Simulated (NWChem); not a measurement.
AlH4 anion; SMILES [AlH4-]

All runs: NWChem. Pople sets run with spherical d functions. Sets without diffuse functions describe the anion's extra electron poorly. Geometry: optimised at B3LYP/def2-SVPD. Static field.

**Question.** Order these by “isotropic polarisability (bohr³)”, lowest first: B3LYP/aug-cc-pVDZ; B3LYP/def2-TZVP; B3LYP/6-31G*; B3LYP/def2-SVPD; B3LYP/6-31+G*.

**Answer.** B3LYP/6-31G* (31.8), B3LYP/6-31+G* (38.5), B3LYP/def2-TZVP (43.6), B3LYP/def2-SVPD (53.5), B3LYP/aug-cc-pVDZ (58.7)
